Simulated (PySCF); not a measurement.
## SMILES C([C@@H]1C(=S)C=C1)Cl, C5H5ClS

Geometry:
```csv
atom,x (Å),y (Å),z (Å)
S1,0.675,1.604,-2.170
C2,0.750,0.811,-0.772
C3,1.770,0.150,0.018
C4,0.885,-0.273,0.941
C5,-0.306,0.383,0.268
C6,-1.395,-0.529,-0.257
Cl7,-2.360,-1.178,1.100
H8,2.831,0.053,-0.113
H9,0.947,-0.867,1.833
H10,-0.743,1.213,0.825
H11,-2.077,0.017,-0.909
H12,-0.975,-1.383,-0.790
```

The calculation used GIAO B97-D/cc-pVDZ magnetisability, non-relativistic, IEF-PCM cyclohexane (PySCF). Geometry: GFN2-xTB.

Q: How diamagnetic is it, and how anisotropic?

A: Isotropic -1074 × 10⁻³⁰ J/T², or -64.7 × 10⁻⁶ cm³/mol; principal values -1328, -1079, -815 × 10⁻³⁰ J/T², anisotropy 444 × 10⁻³⁰ J/T² (root of half the summed squared differences of the principal values). The susceptibility is in cgs units.

Q: Split it along the inertial axes a, b, c into diamagnetic and paramagnetic parts about the centre of mass, with the quadrupole moment.

A: 
```tsv
axis	χ (10⁻⁶ cm³/mol)	diamagnetic (10⁻⁶ cm³/mol)	paramagnetic (10⁻⁶ cm³/mol)	summed x² of all electrons (Å²)	quadrupole Θ (D Å)
a	-60.7	-406.7	346.0	273.3	-13.28
b	-55.6	-1237.8	1182.3	77.4	+8.95
c	-77.8	-1488.0	1410.2	18.4	+4.33
```
Anisotropies 2χaa − χbb − χcc = +11.9 and 2χbb − χaa − χcc = +27.4 × 10⁻⁶ cm³/mol. Θ is traceless in Buckingham's convention.
